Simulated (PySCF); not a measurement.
Computed shifts of a molecule C3H4FNSi, PBE/pcSseg-1 (PySCF), GIAO, gas phase, atoms alike by connectivity averaged where their shifts nearly agree, in ppm (number of nuclei): ¹⁵N: 330.7 (1). ¹³C: 160.9 (1), 124.4 (1), 121.4 (1). ²⁹Si: -2.6 (1). ¹⁹F: -254.7 (1). ¹H: 7.27 (1), 6.29 (1), 6.03 (2). References: ¹⁵N against NH3 (σ = 267.0 ppm); ¹³C against TMS (σ = 182.0 ppm); ²⁹Si against TMS (σ = 335.4 ppm); ¹⁹F against CFCl3 (σ = 133.6 ppm); ¹H against TMS (σ = 31.49 ppm), references at their B3LYP-D3(BJ)/def2-TZVP geometries, non-relativistic. The structure is a stationary point at ωB97X-D3(BJ)/def2-SVP. The values are those of a single conformer.

**Question.** Pick the molecule that these values belong to.
A. N#C/C=C\[SiH2]F
B. N#C/C=C(\F)[SiH3]
C. FC1=CN=C[SiH2]1
D. N#C/C([SiH3])=C/F

**Answer.** A, N#C/C=C\[SiH2]F
